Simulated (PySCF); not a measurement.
C5H12Si, singlet, geometry from GFN2-xTB. Base run: PySCF with PBE/STO-3G.

Input for PySCF:
```python
from pyscf import gto, scf, dft

mol = gto.Mole()
mol.atom = '''
    C     2.09969304   -0.88807633    1.07024251
    C     1.47938131    0.16669378    0.56540590
    Si   -0.27822790    0.14471539   -0.14823312
    C    -0.70932913    1.91047222   -0.72535719
    C    -1.51414155   -0.41817328    1.19381653
    C    -0.35896631   -1.05961472   -1.62774492
    H     3.10234198   -0.84227493    1.46909345
    H     1.62846602   -1.85714423    1.10860404
    H     2.01189694    1.11072167    0.55795147
    H    -1.70950775    1.95608508   -1.14523564
    H    -0.01891182    2.25685325   -1.48854468
    H    -0.66873842    2.61671776    0.09848447
    H    -1.50559261    0.25399108    2.04664380
    H    -2.52948007   -0.44910483    0.80955198
    H    -1.27089795   -1.41123062    1.55889485
    H     0.32384535   -0.76219016   -2.41800042
    H    -0.09054437   -2.06777118   -1.32728167
    H    -1.35751067   -1.09847816   -2.05307519
'''
mol.basis = 'sto-3g'
mol.verbose = 4
mol.build()

mf = dft.RKS(mol)
mf.xc = 'pbe'
mf.kernel()
mf.analyze()
```

Each row names what was changed in the base input (with any setting that the change needs).

| change | ΔE vs base (mEh) | fitting functions | dipole (D) |
|---|---|---|---|
| base | 0.000 | - | 0.32 |
| auxbasis = def2-universal-jfit | [?] | [?] | 0.32 |
| auxbasis = even-tempered beta=2.0 | [?] | [?] | 0.32 |
| auxbasis = even-tempered beta=1.6 | -12.221 | 548 | 0.32 |
| auxbasis = cc-pvtz-ri | -12.092 | 887 | 0.32 |
| auxbasis = cc-pvdz-jkfit | -0.508 | 738 | 0.32 |
| auxbasis = default (with mf = mf.density_fit()) | -2.295 | 719 | 0.32 |
| auxbasis = cc-pvtz-jkfit | [?] | [?] | 0.32 |
| auxbasis = def2-universal-jkfit | -2.295 | 719 | 0.32 |
| auxbasis = autoaux | -12.800 | 516 | 0.32 |

Question: Complete the blanks.

Answer: 
- auxbasis = def2-universal-jfit, ΔE vs base (mEh): -3.177
- auxbasis = def2-universal-jfit, fitting functions: 428
- auxbasis = even-tempered beta=2.0, ΔE vs base (mEh): -13.218
- auxbasis = even-tempered beta=2.0, fitting functions: 392
- auxbasis = cc-pvtz-jkfit, ΔE vs base (mEh): -0.426
- auxbasis = cc-pvtz-jkfit, fitting functions: 876

A fitting set is made for a task (jfit for Coulomb, jkfit for Coulomb and exchange, ri for correlation) and for a family of orbital bases.
